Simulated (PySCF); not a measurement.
B(F)(Vi)2, SMILES C=CB(F)C=C (C4H6BF), singlet, PBE0/def2-SVP optimised geometry.

```
12

B     -0.73     1.04     0.00
F     -1.34     2.24     0.00
C      0.83     1.04     0.00
C      1.58     0.04     0.49
H      1.34     1.95    -0.35
H      2.67     0.10     0.53
H      1.12    -0.87     0.89
C     -1.65    -0.21     0.00
C     -1.31    -1.39    -0.55
H     -2.67    -0.11     0.40
H     -2.00    -2.24    -0.59
H     -0.32    -1.55    -1.00
```

Density from PBE0/def2-TZVP run with PySCF 2.14.0 at that geometry.

Minimum of the electron density along straight lines between bonded atoms, close to the bond critical point (lines longer than 1.1 times the sum of covalent radii, or with two minima, are not listed):

```csv
bond,length / Å,ρ at the minimum / e bohr⁻³,∇²ρ there / e bohr⁻⁵,position (fraction from the first atom)
B1–F2,1.338,0.194,…,0.34
B1–C3,1.557,0.192,-0.26,0.33
C3–C4,1.342,0.345,-1.04,0.49
C3–H5,1.098,0.274,-0.94,0.64
C4–H6,1.096,0.279,-0.98,0.65
C4–H7,1.095,0.279,-0.98,0.65
B1–C8,1.557,0.192,-0.26,0.33
C8–C9,1.342,0.344,-1.04,0.49
C8–H10,1.098,0.274,-0.94,0.64
C9–H11,1.096,0.279,-0.98,0.65
C9–H12,1.095,0.279,-0.98,0.65
```

**Question.** Complete the blanks.

**Answer.** 
- B1–F2, ∇²ρ there / e bohr⁻⁵: 1.23
